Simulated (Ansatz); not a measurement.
`CC(C)[Si]N` + H₂ → `N[SiH]` + `CCC`  (hydrogenolysis of the Si–C bond)

Program: Ansatz. Geometries: PBE0-D4/def2-TZVP. ΔE: electronic, gas phase. CBS: MP2 limit from def2 TZ/QZ plus the TZ coupled-cluster correction, frozen cores. This one scheme is used for every species. DFT in def2-TZVPP. Each species was taken in one conformer, which may not be the lowest.

`CC(C)[Si]N`:

Z-matrix (Å, degrees):
```
C
C 1 1.520
H 1 1.096 2 111.3
H 1 1.096 2 111.4 3 118.8
H 1 1.094 2 112.2 3 -121.1
C 2 1.531 1 111.4 3 -62.5
Si 2 1.926 1 118.5 3 63.4
H 2 1.102 1 108.5 3 -179.9
H 6 1.095 2 111.1 1 61.3
H 6 1.095 2 111.3 1 -58.1
H 6 1.094 2 112.1 1 -178.7
N 7 1.707 2 100.8 1 -2.5
H 12 1.010 7 126.5 2 0.4
H 12 1.008 7 121.4 2 -179.5
```

H₂:

Cartesian coordinates in Å:
```
H -0.315 0.188 0.069
H 0.315 -0.188 -0.069
```

`N[SiH]`:

Cartesian coordinates in Å:
```
N -0.099 0.347 0.434
Si -0.138 -1.240 -0.195
H 0.215 1.172 -0.051
H -0.404 0.551 1.373
H 0.425 -0.830 -1.560
```

`CCC`:

```xyz
11

C     0.913    0.117    0.897
C    -0.141    0.591   -0.090
C    -0.809   -0.555   -0.831
H     1.703   -0.443    0.389
H     0.475   -0.544    1.651
H     1.382    0.954    1.420
H    -0.900    1.176    0.439
H     0.317    1.275   -0.812
H    -1.562   -0.196   -1.535
H    -1.303   -1.238   -0.134
H    -0.075   -1.138   -1.395
```

Is it downhill or uphill in electronic energy at CCSD(T)/CBS, and by how much? (An estimate is asked.)

Ansatz gave: Downhill: ΔE = -0.33 eV.

What do these levels give: PBE-D4, revPBE-D4, B97M-V, revPBE, BLYP, BHLYP, RPA@PBE/def2-TZVPP, HF/def2-SVP, HF/def2-QZVPP, MP2/def2-QZVPP, SCS-MP2/def2-QZVPP, CCSD/CBS(def2)? (Best estimate.)

Ansatz gave: PBE-D4 -0.29, revPBE-D4 -0.22, B97M-V -0.45, revPBE -0.48, BLYP -0.55, BHLYP -0.59, RPA@PBE/def2-TZVPP -0.42, HF/def2-SVP -0.81, HF/def2-QZVPP -0.76, MP2/def2-QZVPP -0.25, SCS-MP2/def2-QZVPP -0.37, CCSD/CBS(def2) -0.41 eV.

Largest T1 diagnostic among the species: 0.015.

From BLYP to BHLYP (50 % exact exchange), in def2-TZVPP and without D4, ΔE moves by −0.05 eV. The D4 term adds +0.19 eV with B3LYP and +0.10 eV with PBE0; it sums over pairs of atoms, weighted by their polarisabilities, and B3LYP, whose exchange is more repulsive, gets the larger term. In def2-TZVPP, CCSD(T) changes the Hartree–Fock value by +0.39 eV (the triples alone add +0.08 eV) and MP2 by +0.49 eV.

B3LYP here is the variant with VWN-RPA as its local correlation; programs differ in this.
